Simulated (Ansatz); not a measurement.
BBrClHS, SMILES `SB(Cl)Br`. Charge 0, multiplicity 1.

```xyz
5

S    -0.591    0.906    0.944
B     0.010   -0.003   -0.469
Cl   -0.359    0.625   -2.052
Br    1.027   -1.613   -0.304
H    -0.088    0.085    1.881
```

What are the harmonic wavenumbers in cm⁻¹ at PBE0-D4/def2-TZVP (Ansatz, finite differences of forces, unscaled)? (An estimate is asked.)

Computed: 200, 207, 392, 398, 429, 770, 960, 984, 2716.

Is this a minimum?

Yes, all 9 modes are real.

Give the ideal-gas thermochemistry at 298.15 K and 1 bar (rigid rotor, harmonic oscillator; point group Cs, symmetry number 1).

Zero-point energy 42.2 kJ/mol; H(298) − E = 57.9 kJ/mol; entropy 322.0 J/(mol·K), of which translation 172.1, rotation 118.7, vibration 31.2; G(298) − E = -38.1 kJ/mol.

And at 400, 500, 600, 800 and 1000 K?


```tsv
T (K)	H − E (kJ/mol)	S (J/mol/K)	G − E (kJ/mol)
400	65.8	344.7	-72.1
500	74.2	363.5	-107.6
600	83.0	379.6	-144.7
800	101.6	406.3	-223.4
1000	121.0	427.9	-306.9
```
